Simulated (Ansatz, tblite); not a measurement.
Spin states of GeBr₂⁺ (the lowest doublet isomer of a short search), each relaxed with r2SCAN-D4/def2-TZVP in Ansatz. Electronic energies in the gas phase.

The xTB rows come from tblite. Correlated methods freeze 27 core orbitals; core or outer-core shells of Ge, Br are correlated, in sets that lack core-valence functions. In CCSD on the charge 1 quartet the largest single amplitude is 0.30, so its Hartree–Fock determinant may place the open shell otherwise than the density functionals do. The structure comes from a short search, and lower isomers may exist.

Doublet geometry (C2v within 0.1 Å):

```
atom    x (Å)    y (Å)    z (Å)
 Ge1   0.2348   0.6066  -0.3317
 Br2   1.2569  -0.0905   1.5280
 Br3  -1.4917  -0.5162  -1.1963
```

Quartet geometry (C2v within 0.1 Å):

| atom | x (Å) | y (Å) | z (Å) |
| --- | --- | --- | --- |
| Ge1 | -1.0143 | 0.4306 | -0.3478 |
| Br2 | 0.3412 | -1.4293 | -0.8455 |
| Br3 | 0.6731 | 0.9987 | 1.1932 |

⟨S²⟩: doublet 0.76 at PBE0-D4/def2-TZVP (pure 0.75), quartet 3.76 at PBE0-D4/def2-TZVP (pure 3.75).

Only these spin states were relaxed.

```csv
level,quartet − doublet (kcal/mol),lowest of these
GFN2-xTB,98.4,doublet
HF/def2-SVP,72.2,doublet
BHLYP-D4/def2-TZVP,80.9,doublet
CAM-B3LYP-D4/def2-TZVP,81.6,doublet
B2PLYP/def2-TZVP,81.2,doublet
PBE-QIDH/def2-TZVP,81.9,doublet
RPA@PBE/def2-TZVP,74.7,doublet
MP2/def2-TZVP,89.1,doublet
```

The xTB methods have no term that favours high spin, so they put low spin too low.
